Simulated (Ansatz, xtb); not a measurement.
**CH10Si3: 4 structures ranked**

4 gas-phase structures of CH10Si3, found in a search over its isomers (lower ones may exist). Each was relaxed with GFN2-xTB; where two conformers were screened, the lower at r2SCAN-D4/def2-SVP is listed:

A. `[SiH3]C[SiH2][SiH3]`, a singlet
B. `[SiH3]C([SiH3])[SiH3]`, a singlet
C. `C[SiH]([SiH3])[SiH3]`, a singlet
D. `C[SiH2][SiH2][SiH3]`, a singlet

**Question.** Estimate their order in r2SCAN-D4/def2-SVP energy at these geometries, lowest first.

**Answer.** Calculated order at r2SCAN-D4/def2-SVP: D (0.0), B (0.8), C (0.8), A (2.4) kcal/mol. Less than 1 kcal/mol parts D and B; B and C, so the order within those pairs means little.

Energies above the lowest of each column, in kcal/mol; the last columns are at B3LYP/6-31G* geometries (a dash: not run or not comparable):

| structure | GFN2-xTB | HF/STO-3G | r2SCAN-D4/def2-SVP | B3LYP/6-31G* | CCSD(T)/def2-SVP + ΔMP2/def2-TZVPP |
| --- | --- | --- | --- | --- | --- |
| D | 12.2 | 0.0 | 0.0 | 0.0 | 0.0 |
| B | 0.0 | 11.3 | 0.8 | 5.2 | – |
| C | 12.0 | 1.4 | 0.8 | 0.9 | 0.5 |
| A | 6.1 | 5.3 | 2.4 | 3.7 | 0.8 |

CCSD(T)/def2-SVP + ΔMP2/def2-TZVPP puts D lowest of those it was run on, with A and C within 1 kcal/mol; GFN2-xTB picks B. Flexible structures stand in one conformer each, not always the lowest. Frequencies (B3LYP/6-31G*) were run for A, C, D alone. ΔMP2 is the change of the MP2 energy from the smaller to the larger basis.

Over these structures GFN2-xTB departs from r2SCAN-D4/def2-SVP by 5.1 kcal/mol on average once a common shift is removed. A GFN2-xTB relaxation took about 0.091 s and the r2SCAN-D4/def2-SVP energy about 2.3 s on a shared host (Ansatz 0.2.0, xtb 6.7.1 (Pople sets with spherical d functions)).
